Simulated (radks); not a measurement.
Question: Radial electron density D(r) = 4 pi r^2 rho(r) of an atom or ion with 5 electrons. All-electron calculation, Dirac Kohn-Sham, LDA (Slater exchange, Perdew-Wang correlation), spin-unpolarised, spherical densities, point nucleus. Program: a radial shooting solver on a logarithmic mesh with Libxc functionals.

```
   r/bohr * D(r) (the largest magnitude, 59.4, reaches the edge; | marks zero)
 0.002183 |    *
 0.002403 |     *
 0.002645 |      *
 0.002911 |       *
 0.003205 |         *
 0.003528 |          *
 0.003883 |            *
 0.004274 |              *
 0.004668 |                *
 0.005138 |                  *
 0.005656 |                     *
 0.006225 |                       *
 0.006853 |                          *
 0.007543 |                              *
 0.008303 |                                 *
  0.00914 |                                    *
  0.01006 |                                        *
  0.01107 |                                           *
  0.01219 |                                              *
  0.01331 |                                                 *
  0.01465 |                                                   *
  0.01613 |                                                     *
  0.01775 |                                                      *
  0.01954 |                                                      *
  0.02151 |                                                     *
  0.02368 |                                                   *
  0.02607 |                                                *
  0.02869 |                                             *
  0.03158 |                                        *
  0.03449 |                                    *
  0.03796 |                                *
  0.04179 |                           *
    0.046 |                        *
  0.05063 |                     *
  0.05574 |                    *
  0.06135 |                    *
  0.06753 |                    *
  0.07434 |                      *
  0.08183 |                       *
  0.09007 |                        *
  0.09836 |                        *
   0.1083 |                        *
   0.1192 |                      *
   0.1312 |                   *
   0.1444 |               *
    0.159 |           *
    0.175 |        *
   0.1926 |     *
    0.212 |  *
   0.2334 | *
   0.2548 |*
   0.2805 *
   0.3088 *
   0.3399 *
   0.3741 *
   0.4118 *
```

What is the nuclear charge?

Answer: Z = 49. The innermost maximum, from 1s, lies near gamma/Z bohr with gamma = sqrt(1 - (Z/c)^2) = 0.934, here 0.0191 bohr (found: 0.0188), and its height grows with Z. The density is that of the indium ion In44+ in [He] 2s2 2p1; the configuration itself is not fixed sharply by these data, and Z only to a few units. D(r) has 2 maxima, at r = 0.0188, 0.0968 bohr, and minima at 0.0599 bohr, inside which lie 2.20 electrons.
